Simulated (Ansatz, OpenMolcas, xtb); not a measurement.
## How methods differ on C2H5BClF (SMILES BC(F)CCl)

C2H5BClF has 10 atoms, charge 0, and is taken as a singlet. As SMILES, `BC(F)CCl`. The shape is that of a PBE0-D4/def2-TZVP optimisation. This is one conformer, not always the lowest.

| atom | x (Å) | y (Å) | z (Å) |
| --- | --- | --- | --- |
| B | -1.3092 | -0.7117 | -0.2812 |
| C | 0.1789 | -0.4968 | 0.1265 |
| F | 0.5203 | -1.0803 | 1.3360 |
| C | 0.6553 | 0.9349 | 0.1000 |
| Cl | 2.4287 | 1.0678 | 0.2063 |
| H | -2.0103 | -1.4508 | 0.3369 |
| H | -1.7074 | -0.1723 | -1.2706 |
| H | 0.7285 | -1.0462 | -0.6651 |
| H | 0.2485 | 1.4918 | 0.9437 |
| H | 0.3498 | 1.4128 | -0.8297 |

Quantity: the HOMO–LUMO gap, in eV. The values are calculated.

```csv
level,kind,program,value (eV),CPU time
GFN1-xTB,semi-empirical,xtb,3.94,under 2 s
HF/def2-SVP,Hartree–Fock,OpenMolcas,13.42,15 s
SVWN5/def2-SVP,LDA,Ansatz,3.60,4.6 s
revPBE/def2-SVP,GGA,Ansatz,3.89,6.2 s
r2SCAN/def2-SVP,meta-GGA,OpenMolcas,4.56,53 s
M06-2X/def2-SVP,hybrid meta-GGA,OpenMolcas,8.62,53 s
wB97M-V/def2-SVP,range-separated hybrid,Ansatz,10.66,80 s
B2PLYP/def2-SVP,double hybrid,OpenMolcas,8.96,31 s
PBE-QIDH/def2-SVP,double hybrid,Ansatz,10.63,14 s
```

The values span 3.60 to 13.42 eV. Orbital gaps aren't excitation energies, and those of double hybrids come from the SCF part alone; they tend to grow with the share of exact exchange. Times are those of the runs behind each value, whatever else they computed, on shared processors of several kinds: orders of magnitude only.
